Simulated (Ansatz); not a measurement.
Reaction (substitution at a C–C bond): `CCB(C)F` + HCl → `CB(F)CCl` + CH₄

Isolated molecules relaxed with PBE0-D4/def2-TZVP in Ansatz; ΔE leaves out vibrations. CCSD(T)/CBS is the MP2 limit (def2-TZVPP, def2-QZVPP) plus CCSD(T) − MP2 in def2-TZVPP, frozen cores. This one scheme is used for every species. Each species was taken in one conformer, which may not be the lowest.

```
   species  CCSD(T)/CBS(def2) energy (Eh)
 `CCB(C)F`                     -243.64137
       HCl                     -460.38127
`CB(F)CCl`                     -663.55384
       CH₄                      -40.46206
```

**Question.** Work out ΔE.

**Answer.** ΔE = (-663.55384) + (-40.46206) − (-243.64137) − (-460.38127) = 0.00674 Eh = +4.2 kcal/mol.

Largest T1 diagnostic among the species: 0.011.

From PBE to PBE0 (25 % exact exchange), in def2-TZVPP and without D4, ΔE moves by +1.0 kcal/mol.
